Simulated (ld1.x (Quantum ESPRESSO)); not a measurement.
# N (Z = 7): one change to an ultrasoft potential, before and after

- Element: N
- Generator: ld1.x (Quantum ESPRESSO) 7.5
- Type: ultrasoft
- Functional: LDA (PZ)
- Relativity: scalar-relativistic
- Frozen core: [He]
- Valence charge: 5
- Reference configuration: 2s1 2p4
- Partial waves: 2s (bound): rcut 0.80, rcutus 0.95 bohr; 2s channel at -0.2 Ry: rcut 0.80, rcutus 0.95 bohr; 2p (bound): rcut 2.00, rcutus 2.20 bohr; 2p channel at 3.95 Ry: rcut 2.00, rcutus 2.20 bohr; 3d channel at 0.1 Ry: rcut 1.85, rcutus 2.25 bohr
- Local potential: all-electron potential smoothed inside 1.35 bohr (lloc = -1)
- Core correction: a·sin(br)/r model core inside 0.80 bohr
- Augmentation charge: PSQ, radius 0.85 bohr

Change: waves 2p (bound): rcut 2.00, rcutus 2.98 bohr; 2p channel at 3.95 Ry: rcut 2.00, rcutus 2.98 bohr.

Cutoffs: the cutoffs (Ry, on a coarse ladder) from which the occupation-weighted sum of valence levels, in a spherical-Bessel basis at the reference potential, stays within 10 and 1 mRy of its value at 400 Ry; they do not see the model core or the augmentation charge, which bear on the density cutoff. Errors are all-electron minus pseudo energies relative to the spin-unpolarised reference configuration.

Question: What does the change do?

Answer: The potential gets softer (18 Ry and 40 Ry → 12 Ry and 40 Ry); the number of tests that count goes from 9 to 5 (the test run of the changed file stopped, so its transferability is not established); of the 5 tests that both files solve, the error grows in 2 and shrinks in 0 by more than 15 % and 0.3 meV (median size 49.7 → 73.5 meV); neither file shows a bound ghost at the reference potential, the only one tested. A larger radius leaves more room for a smooth pseudo-wave, so fewer plane waves are needed.

```csv
quantity,base,changed
"cutoff, loose",18 Ry,12 Ry
"cutoff, tight",40 Ry,40 Ry
loose cutoff by channel (10 mRy a level),"s 10 Ry, p 12 Ry","s 10 Ry, p 6 Ry"
bound ghosts,none,none
"tests counted (converged, no solver errors)",9 of 9,5 of 9 (the test run stopped)
"error for 2s2 2p3, meV [ΔE -11.20 eV]",+8.9,+8.3
"error for 2s2 2p2, meV [ΔE 2.53 eV]",+18,-55
"error for 2s2 2p1, meV [ΔE 31.50 eV]",+50,-73
"error for 2s1 2p0, meV [ΔE 156.14 eV]",+417,+405
"error for 2s2 2p0, meV [ΔE 78.66 eV]",+171,+162
lowest overlap eigenvalue by channel,"s 0.45, p 0.79, d 0.65","s 0.45, p 1.00, d 0.65"
```

Changed file: These tests converged, but a pseudo level misses the all-electron one widely, so the file describes the atom poorly there or has found another state: 2s1 2p0: empty 2p by 47.8 eV.
